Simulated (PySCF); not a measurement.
**Niobium: a sound run and one with changed settings**

Sound run: Nb⁺ [Kr] 4d4, Nb²⁺ [Kr] 4d3. Calculation: PySCF 2.14, in def2-SVP with the def2 core potential (28 electrons); scalar relativity through the core potential. In the sound run the correlated levels freeze 4s2 4p6 outside the core potential. The sound run starts from symmetry-adapted Hartree-Fock orbitals and uses a fine grid where one is needed.

A second run was set up differently.

| species | method | sound run (hartree) | changed run (hartree) | converged |
| --- | --- | --- | --- | --- |
| Nb⁺ | UHF | -56.09157 | -56.09149 | no |
| Nb⁺ | PBE | -56.55761 | -56.55843 | no |
| Nb⁺ | M06-2X | -56.44457 | -56.44559 | yes |
| Nb²⁺ | UHF | -55.61309 | -55.61309 | yes |
| Nb²⁺ | PBE | -56.02693 | -56.02693 | yes |
| Nb²⁺ | M06-2X | -55.92371 | -55.92371 | yes |
| Nb²⁺ | MP2 | -55.62180 | -55.61962 | yes |

Ionisation energy of Nb⁺:

```json
{"method": "M06-2X", "sound run (eV)": "14.173", "changed run (eV)": "14.201"}
```

(1) What was changed?
A. too few SCF iterations
B. angular grid far too coarse
C. a valence shell is frozen
D. level shift left on

Answers

(1) D. It used initial guess 1e, at most 50 SCF cycles, level shift 0.5 hartree. Where the changed run lies lower, it found another determinant of the same configuration, with other orbitals of the open shell filled.
